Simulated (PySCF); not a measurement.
Compound: GaCl2F.
Z-matrix (Å and degrees, PBE0-D3(BJ)/def2-SVP geometry), rows numbered from 1:
```
Ga
Cl  1  2.1135
Cl  1  2.1147  2  123.18
F   1  1.7353  2  118.19  3   179.91
```

Computed at PBE0/pcSseg-1 (pcSseg-2 on Ga) (PySCF, non-relativistic), with Q(69Ga) = 0.171 b, Q(35Cl) = −0.0817 b: Ga1, 69Ga (I = 3/2): χzz = 102.8 MHz, η = 0.079; Cl2, 35Cl (I = 3/2): χzz = -44.29 MHz, η = 0.236.

Task: Where would the pure quadrupole (NQR) lines of 69Ga at Ga1 fall for the rigid, isolated species?

Result: From ν = (|χ|/2)√(1 + η²/3): ν = 51.44 MHz (gallium bonded to 2 Cl and F).

Task: Where would the pure quadrupole (NQR) lines of 35Cl at Cl2 fall for the rigid, isolated species?

Result: From ν = (|χ|/2)√(1 + η²/3): ν = 22.35 MHz (chlorine bonded to Ga). For 37Cl the ratio of quadrupole moments, 0.7881, gives 17.61 MHz.

Task: Apply the simplest Townes–Dailey estimate (no s hybridisation, no π bonding), ionic character = 1 − χzz/χ0, where χ0 is the coupling for one missing p electron along the bond: −109.74 MHz for 35Cl.

Result: Cl2 on Ga1: 1 − (-44.29)/(-109.74) = 0.60. In this model a purely covalent bond gives χ0 and a free halide ion gives zero; s hybridisation or π bonding, where present, is counted here as ionic character.

In a crystal, neighbours and librations shift these lines. The calculation is non-relativistic, for gallium too. With so small a basis the couplings can be 20 % off.
